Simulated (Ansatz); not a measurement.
Job for Ansatz (a program for electronic structure): R-CCSD(T)/aug-cc-pV(T+d)Z on HCl (SMILES Cl). Files ending in .json are basis or fitting sets from the Basis Set Exchange.

Ansatz 0.2 input:
```yaml
crystal:
  periodic: [false, false, false]
  atoms:
    - {symbol: Cl, position_ang: [0.24530721, 1.00910989, -1.14696121]}
    - {symbol: H, position_ang: [0.25030765, 0.59688010, 0.08579232]}
basis:
  gaussian:
    orbitals: aug-cc-pV_T+d_Z.json
magnetization: {spin_polarized: false}
correlation: {method: ccsd_t, electrons: outside_noble_gas}
scf: {lower_state_search: off}
```

Program output:

```
WARN ansatz: RAYON_NUM_THREADS=1 ignored (pool sized by the plan → 1); use --threads N
Functional definition: HF
these checks for a lower state are left out or cut short: stability, starts, cluster_reference, orbital_swaps, neighbouring_geometries, increment
integrals: 0.05 GiB planned
446 factors; integrals over basis functions are off by at most 2.0e-3 eV
mean field: 0.10 GiB planned
mean field evaluation 1: about -12519.7650 eV, gradient 1.0e1 eV
mean field evaluation 2: about -12519.7656 eV, gradient 1.0e1 eV
mean field evaluation 4: about -12520.1666 eV, gradient 1.1e0 eV
mean field evaluation 8: about -12520.1755 eV, gradient 2.2e-5 eV
mean field -12520.17554580 eV, -460.1079648282 hartree, gradient 1.6e-6 eV, S^2 0.000000; 0 other end points of the search recorded, 0 dependent functions left out
5 core orbitals not correlated
reference -12520.17554580 eV, -460.1079648282 hartree; 4, 4 occupied and 69, 69 virtual orbitals, 446 factors
second order -5.66758020 eV of doubles, -0.00000000 eV of singles
coupled cluster: 0.13 GiB planned
cycle   1  -6.07677916 eV  change   -4.1e-1 eV  update   4.0e-2
cycle   2  -6.21344987 eV  change   -1.4e-1 eV  update   1.2e-2
cycle   3  -6.22143670 eV  change   -8.0e-3 eV  update   3.1e-3
cycle   4  -6.22073162 eV  change    7.1e-4 eV  update   8.4e-4
cycle   5  -6.22053334 eV  change    2.0e-4 eV  update   1.7e-4
cycle   6  -6.22050309 eV  change    3.0e-5 eV  update   5.0e-5
cycle   7  -6.22050536 eV  change   -2.3e-6 eV  update   1.4e-5
cycle   8  -6.22050520 eV  change    1.6e-7 eV  update   4.0e-6
perturbative correction -0.24031904 eV, -0.0088315620 hartree
Total energy: -12526.63637004 eV, -460.3453957397 hartree
Checks for a lower state left out: stability, starts, cluster_reference, orbital_swaps, neighbouring_geometries, increment
```

Self-consistency was reached.

Cost: roughly 1.5 core-seconds.
